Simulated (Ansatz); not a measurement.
System: BF, net charge 0, singlet state. SMILES: [B]F
Geometry: optimised at B3LYP-D3(BJ)/def2-TZVP (Ansatz, a program for electronic structure).

PBE beside other levels, property by property. Correlated levels leave the core frozen unless marked. Open shells are spin-unrestricted. No spin-orbit coupling. No relativistic terms. CBS(X,Y): correlation extrapolated as X^-3; Hartree-Fock from the larger set (for Q and 5 zeta extrapolated as (X+1)exp(-9√X)). Atomisation energies are electronic, to ground-state atoms; the column to compare with has the core term from cc-pwCVTZ added, other frozen-core levels have none. Vertical energies are electronic, to the SCF solution reached for that spin. The coupled-cluster column (Ansatz) is a level with limits of its own: (a) CCSD(T)/CBS(aug-cc-pVTZ,aug-cc-pVQZ); (b) CCSD(T)/CBS(cc-pVQZ,cc-pV5Z).

```csv
property,PBE0/def2-TZVPD (Ansatz),CCSD(T)/aug-cc-pVDZ (Ansatz),CCSD(T)/aug-cc-pVTZ (Ansatz),coupled cluster
atomisation energy (kcal/mol),179.0,164.2,177.9,182.4 (b)
vertical ionisation energy to the doublet (eV),10.92,11.04,11.13,11.18 (a)
```

What does PBE/def2-TZVPD (Ansatz) give for each property, and on which side of coupled cluster does it fall?


- atomisation energy: PBE lies 3.7 kcal/mol above coupled cluster; PBE gives 186.1 kcal/mol.
- vertical ionisation energy to the doublet: PBE lies 0.30 eV below coupled cluster; PBE gives 10.88 eV.
